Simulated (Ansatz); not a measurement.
Several settings on one geometry of [5.6]paracyclophane (C23H30) (that of the charge 0 singlet, PBE-D4/def2-SVP). Ansatz on 4 threads of AMD EPYC 7R13 on a shared host and a share (37 GiB) of an NVIDIA H100 80GB HBM3; times are rough.

```xyz
53

C    -2.3543    0.4713    1.1275
C    -1.8583    1.7827    1.1168
C    -1.8378    2.5477   -0.0648
C    -2.3259    1.9448   -1.2421
C    -2.8137    0.6323   -1.2336
C    -2.8406   -0.1310   -0.0485
C    -3.3546   -1.5523   -0.0531
C    -2.2759   -2.6265   -0.3006
C    -1.2200   -2.7363    0.8065
C    -0.3588   -4.0050    0.7093
C     0.6472   -4.0730   -0.4566
C     2.0609   -3.5374   -0.1439
C     2.2062   -2.0421    0.0375
C     2.4583   -1.2062   -1.0688
C     2.6790    0.1682   -0.9073
C     2.6462    0.7677    0.3678
C     2.3521   -0.0605    1.4694
C     2.1435   -1.4377    1.3094
C     2.9239    2.2437    0.5536
C     1.6792    3.1488    0.4641
C     1.0233    3.1690   -0.9189
C    -0.1287    4.1714   -1.0634
C    -1.2940    3.9603   -0.0763
H    -2.3726   -0.0944    2.0725
H    -1.4856    2.2301    2.0529
H    -2.3308    2.5166   -2.1842
H    -3.1974    0.1893   -2.1675
H    -3.8514   -1.7662    0.9185
H    -4.1385   -1.6510   -0.8333
H    -2.7895   -3.6086   -0.4064
H    -1.7875   -2.4301   -1.2803
H    -0.5792   -1.8296    0.8148
H    -1.7431   -2.7478    1.7893
H     0.1948   -4.1496    1.6640
H    -1.0471   -4.8768    0.6387
H     0.7662   -5.1351   -0.7608
H     0.2416   -3.5526   -1.3518
H     2.4323   -4.0502    0.7701
H     2.7369   -3.8526   -0.9672
H     2.5176   -1.6493   -2.0764
H     2.9118    0.7875   -1.7883
H     2.3171    0.3790    2.4798
H     1.9546   -2.0640    2.1962
H     3.6626    2.5745   -0.2091
H     3.4065    2.3975    1.5417
H     1.9742    4.1839    0.7486
H     0.9426    2.8157    1.2268
H     0.6533    2.1499   -1.1634
H     1.7972    3.4040   -1.6837
H     0.2543    5.2088   -0.9390
H    -0.5160    4.1190   -2.1042
H    -0.9734    4.2298    0.9515
H    -2.1088    4.6726   -0.3341
```

Totals from different functionals, basis sets or treatments of relativity can't be compared as stabilities.

B3LYP takes the VWN-RPA correlation.

Scalar relativity in a set contracted without it gives distorted totals.

The spins typed aren't always the lowest for that charge.

Q: Give the basis size and estimate the energy, ⟨S²⟩ and time of these runs.

| run | method | charge | state | further keys |
| --- | --- | --- | --- | --- |
| 1 | UKS r2SCAN0/def2-mTZVPP | 1 | doublet | fitting: {mean_field: def2-universal-jkfit}; pseudopotentials: {relativity: scalar} |
| 2 | RKS B3LYP-D4/aug-cc-pVDZ | 0 | singlet | fitting: {mean_field: def2-universal-jkfit}; point_charges: [{charge: 1.00, position_ang: [7.344, -0.212, -0.332]}]; scf: {omitted_lower_state_checks: [starts]}; forces asked |
| 3 | RKS PBE/def2-mTZVPP | 0 | singlet | fitting: {mean_field: def2-universal-jkfit}; nuclear_model: gaussian |

A: 
```tsv
run	functions	energy (Eh)	⟨S²⟩	wall time
1	587	-894.2189	0.76	34 s
2	799	-894.7483	–	8.5 s
3	587	-893.5869	–	3.2 s
```
